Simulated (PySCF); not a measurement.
Bonding in `CO[C@@H]1CC[P@@H](=O)C1`

Compound: C5H11O2P.
Atom-mapped SMILES: `[CH3:1][O:2][C@@H:3]1[CH2:4][CH2:5][P@@H:6](=[O:7])[CH2:8]1` (hydrogens: H9, H10, H11 on C1; H12 on C3; H13, H14 on C4; H15, H16 on C5; H17 on P6; H18, H19 on C8)

Cartesian coordinates in Å at the GFN2-xTB level; atoms count from 1:
```
atom  x, y, z in Å
C1     2.1586    0.4886    1.0381
O2     1.0782   -0.3581    0.7415
C3     0.6029   -0.2963   -0.5865
C4    -0.2387    0.9661   -0.8344
C5    -1.4369    0.8931    0.1135
P6    -1.7537   -0.9086    0.3459
O7    -3.0914   -1.3932   -0.0038
C8    -0.3598   -1.4694   -0.7067
H9     3.0008    0.3068    0.3593
H10    2.4595    0.2510    2.0568
H11    1.8850    1.5481    0.9839
H12    1.4440   -0.3577   -1.2963
H13    0.3456    1.8731   -0.6761
H14   -0.5706    0.9561   -1.8733
H15   -2.3288    1.3592   -0.3068
H16   -1.2134    1.3655    1.0698
H17   -1.3590   -1.2094    1.6430
H18   -0.7180   -1.6104   -1.7280
H19    0.0860   -2.3951   -0.3474
```

Bond orders from the PBE0/pcSseg-1 density (PySCF). The structure is a single GFN2-xTB conformer in the gas phase; no vibrational or solvent corrections.

(1) How far do the computed orders between heavy atoms stray from the drawn ones?

(2) Give the Mayer order of every bond between heavy atoms, beside its length.

Results:

(1) The largest departure is 0.147, at P6–O7 (drawn double, 1.853).

(2) 
```tsv
bond	drawn as	length (Å)	Mayer order
C1–O2	single	1.404	0.930
O2–C3	single	1.412	0.894
C3–C4	single	1.537	0.991
C4–C5	single	1.530	0.995
C5–P6	single	1.844	0.898
P6–O7	double	1.465	1.853
P6–C8	single	1.835	0.895
C8–C3	single	1.522	1.006
```

Bonds between the same two heavy elements. C–O: lowest O2–C3 (0.894, 1.412 Å), highest C1–O2 (0.930, 1.404 Å). C–C: all 3 within 0.02 of one another (0.991 to 1.006). C–P: all 2 within 0.02 of one another (0.895 to 0.898).

Question: And the bonds to hydrogen?

Answer: C–H: 0.93 to 0.97 (10 bonds); H–P: 0.88 (1 bond).

Question: Sum the orders of all bonds at each heavy atom with more than one neighbour and set the sums beside the valence in the SMILES.

Answer: C1 3.820 (drawn 4), O2 1.824 (drawn 2), C3 3.834 (drawn 4), C4 3.880 (drawn 4), C5 3.770 (drawn 4), P6 4.527 (drawn 5), C8 3.773 (drawn 4). Orders between atoms that aren't bonded are not in these sums.

The Mayer order sums products of elements of PS (density times overlap matrix) between the two atoms' basis functions, so it depends on the basis set.
